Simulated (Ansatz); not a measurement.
Gas-phase electronic energies from Ansatz, PBE0-D4/def2-TZVP geometries. CBS: MP2 limit from def2 TZ/QZ plus the TZ coupled-cluster correction, frozen cores. DFT in def2-TZVPP. B3LYP here is the variant with VWN-RPA as its local correlation; programs differ in this. One conformer a species, not always the lowest.

Reaction (formal exchange of groups at the Si–O bond): `O[SiH2]O[Si](F)(Cl)Cl` + `C=C[SiH3]` → `O[SiH2]/C=C/[SiH3]` + `O[Si](F)(Cl)Cl`

`O[SiH2]O[Si](F)(Cl)Cl`:

```xyz
10

O     0.116   -2.149   -0.591
Si   -0.689   -0.786   -0.987
O    -0.458    0.398    0.134
Si    0.571    1.303    0.955
F     0.967    0.567    2.294
Cl    2.267    1.631   -0.095
Cl   -0.299    3.055    1.447
H    -0.193   -2.676    0.148
H    -0.129   -0.344   -2.278
H    -2.153   -1.001   -1.026
```

`C=C[SiH3]`:

Z-matrix (Å, degrees):
```
Si
C 1 1.859
H 1 1.488 2 110.8
H 1 1.487 2 109.0 3 -120.3
H 1 1.488 2 110.8 3 119.3
C 2 1.330 1 123.1 3 120.2
H 2 1.089 1 118.8 3 -59.8
H 6 1.087 2 122.2 1 -180.0
H 6 1.087 2 121.7 1 0.0
```

`O[SiH2]/C=C/[SiH3]`:

```xyz
13

O    -2.455    0.454   -1.117
Si   -1.165    1.472   -0.989
C     0.260    0.643   -0.125
C     0.175   -0.577    0.418
Si    1.589   -1.427    1.284
H    -2.413   -0.231   -1.785
H    -1.640    2.642   -0.210
H    -0.709    1.932   -2.332
H     1.211    1.177   -0.061
H    -0.781   -1.098    0.355
H     1.911   -2.719    0.617
H     1.236   -1.727    2.698
H     2.781   -0.541    1.246
```

`O[Si](F)(Cl)Cl`:

Z-matrix (Å, degrees):
```
Si
F 1 1.579
Cl 1 2.026 2 106.6
O 1 1.612 2 111.1 3 121.9
Cl 1 2.011 2 108.3 3 -119.9
H 4 0.959 1 118.9 2 -75.5
```

**Question.** Is it downhill or uphill in electronic energy at CCSD(T)/CBS, and by how much? (An estimate is asked.)

**Answer.** Computed: Uphill: ΔE = +1.33 eV.

**Question.** What do these levels give: PBE0-D4, r2SCAN, B3LYP, SCS-MP2/def2-QZVPP, HF/CBS(def2), MP2/CBS(def2)? (Estimate.)

**Answer.** Ansatz gave: PBE0-D4 1.23, r2SCAN 1.28, B3LYP 1.33, SCS-MP2/def2-QZVPP 1.38, HF/CBS(def2) 1.56, MP2/CBS(def2) 1.33 eV.

Largest T1 diagnostic among the species: 0.012.

From PBE to PBE0 (25 % exact exchange), in def2-TZVPP and without D4, ΔE moves by +0.07 eV. In def2-TZVPP, CCSD(T) changes the Hartree–Fock value by −0.20 eV (the triples alone add −0.03 eV) and MP2 by −0.20 eV.
